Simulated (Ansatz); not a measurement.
Stepwise reaction of `[CH3][Mo]([CH3])(=[O])=[O]` with hydrogen fluoride, as a gas-phase model of exchange steps in deposition or etching. ΔE in kJ/mol; ΔG adds harmonic PBE0-D4 terms to CCSD(T)/CBS, at 1 bar.

Program: Ansatz. Geometries: PBE0-D4/def2-TZVP. ΔE: electronic, gas phase. CCSD(T)/CBS is the MP2 limit (def2-TZVPP, def2-QZVPP) plus CCSD(T) − MP2 in def2-TZVPP, frozen cores. This one scheme is used for every species. DFT in def2-TZVPP. B3LYP here is the variant with VWN-RPA as its local correlation; programs differ in this. def2 core potentials past Kr. For Mo outer-core shells are correlated without core-valence functions, which leaves a few kJ/mol of doubt a bond.

| step | reaction | PBE-D4 | B3LYP-D4 | ωB97M-V | CCSD(T)/CBS | ΔG(500 K) |
| --- | --- | --- | --- | --- | --- | --- |
| 1 | `[CH3][Mo]([CH3])(=[O])=[O]` + H–F → `[CH3][Mo](=[O])(=[O])[F]` + CH₄ | -154.3 | -157.4 | -154.9 | -141.6 | -131.0 |
| 2 | `[CH3][Mo](=[O])(=[O])[F]` + H–F → `[O]=[Mo](=[O])([F])[F]` + CH₄ | -134.4 | -134.3 | -130.4 | -115.1 | -103.4 |

(1) By hand: ΔE of the 2 steps together at CCSD(T)/CBS.

Answers

(1) (-141.6) + (-115.1) = -256.7 kJ/mol, or -128.3 kJ/mol a step.

In ΔE each step is higher than the one before. All are downhill at CCSD(T)/CBS. ΔG lies between -131.0 and -103.4 kJ/mol a step. PBE-D4 differs from CCSD(T)/CBS by -19.3 to -12.7 kJ/mol a step. Isolated molecules leave out the surface, adducts and barriers. Largest T1 diagnostic: 0.025.
